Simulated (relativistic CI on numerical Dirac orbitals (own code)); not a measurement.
**What each ingredient does to the levels of Au LXXVII**

Base calculation: Dirac-Coulomb-Breit CI, orbitals from a KLI potential per configuration, QED by a radiative potential, unscaled Slater integrals.

Configurations in the expansion (outside the closed core 1s2): 2s, 2p, 3s, 3p, 3d, 4s, 4p, 4d, 4f, 5s, 5p, 5d, 5f, 5g. Levels of other configurations are missing.

Variants: (1) QED terms removed; (2) Breit term removed. Shifts of the energy above 2s 2S_1/2, in eV, for the lowest level and the first level of each name with at least 55 % of one term (blank where a level changes its place among those of its configuration and J or its character, or is not in the variant):

```csv
Level,Base,Δ(1),Δ(2)
2s 2S_1/2,0.0,0.0,0.0
2p 2P°_1/2,217.5,+23.7,-21.2
2p 2P°_3/2,2246.7,+22.2,+4.3
3s 2S_1/2,12980.6,+19.2,+14.4
3p 2P°_1/2,13038.8,+26.2,+9.1
3p 2P°_3/2,13644.3,+25.7,+15.5
3d 2D_3/2,13656.5,+27.1,+19.6
3d 2D_5/2,13823.1,+26.8,+19.8
4s 2S_1/2,17412.6,+23.8,+17.7
4p 2P°_1/2,17436.0,+26.7,+15.6
4p 2P°_3/2,17689.4,+26.5,+18.1
4d 2D_3/2,17694.7,+27.1,+19.7
4d 2D_5/2,17765.4,+26.9,+19.9
4f 2F°_5/2,17765.5,+27.1,+19.9
4f 2F°_7/2,17799.6,+27.0,+19.9
5s 2S_1/2,19422.3,+25.4,+18.8
5p 2P°_1/2,19433.9,+26.9,+17.7
5p 2P°_3/2,19562.6,+26.8,+19.0
5d 2D_3/2,19565.3,+27.1,+19.8
5d 2D_5/2,19601.6,+27.0,+19.9
5f 2F°_5/2,19601.7,+27.1,+19.9
5g 2G_7/2,19619.1,+27.1,+19.9
```

At this charge energies of transitions that change n are usually good to better than 1 %, and those within a shell (Δn = 0) to a few per cent.

Ionisation energy from the two ground configurations alone: base 22866.4 eV; QED terms removed 22893.5 eV; Breit term removed 22886.3 eV. The NIST ASD value (theoretical) is 22868.1 eV.
